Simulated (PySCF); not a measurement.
Bond energies at PBE0/def2-TZVPP beside a composite method

PySCF, lowest determinants of a PBE0 search. The composite is CCSD(T) extrapolated to the basis-set limit from two correlation-consistent sets, with core-valence (CV) and scalar-relativistic (SR) terms as its label shows; it has no spin–orbit coupling and nothing beyond (T).

| species | state (unpaired electrons) | De PBE0 (eV) | De composite (eV) | composite | dissociates to |
| --- | --- | --- | --- | --- | --- |
| AlCl | singlet (closed shell) | 5.16 | 5.32 | CCSD(T)/CBS(TQ)+CV+SR | Al + Cl |
| CsF | singlet (closed shell) | 5.01 | 5.28 | CCSD(T)/CBS(DT)+CV | Cs + F |
| C2 | triplet (σ ↑, π ↑) | 6.30 | 6.23 | CCSD(T)/CBS(TQ)+CV+SR | C + C |
| BCl | singlet (closed shell) | 5.33 | 5.34 | CCSD(T)/CBS(TQ)+CV+SR | B + Cl |
| CI | doublet (π ↑) | 3.11 | 2.96 | CCSD(T)/CBS(TQ)+CV | C + I |
| SnCl | doublet (π ↑) | 3.95 | 3.88 | CCSD(T)/CBS(DT) | Sn + Cl |
| BeCl | doublet (σ ↑) | 4.21 | 4.00 | CCSD(T)/CBS(TQ)+CV+SR | Be + Cl |
| Na2 | singlet (closed shell) | 0.69 | 0.75 | CCSD(T)/CBS(DT)+SR | Na + Na |

Does PBE0 bind more or less than the composite, by how much on average, and where is the difference largest?

PBE0/def2-TZVPP binds about as much on average, method and basis taken together: the mean signed difference is -0.00 eV and the mean absolute one 0.12 eV; it is largest for CsF (-0.27 eV).

The molecules are drawn from runs that passed checks on state, spin purity and fit, so the hardest cases are missing and the errors look smaller than over all diatomics.

Correlated steps freeze the inner cores (2 to 24 orbitals); shallow outer-core shells are correlated. Closed-shell solutions of metal pairs were not tested for spin polarisation, which can lower them a little. Spin–orbit coupling is left out, which matters for elements this heavy, above all for dissociation energies. Where the molecule has an RHF reference, its open-shell atoms are computed with UHF. The CCSD T1 diagnostic is raised in CI, a sign that a single reference may not be enough there. States were picked by a PBE0 search and need not be the measured ground states.
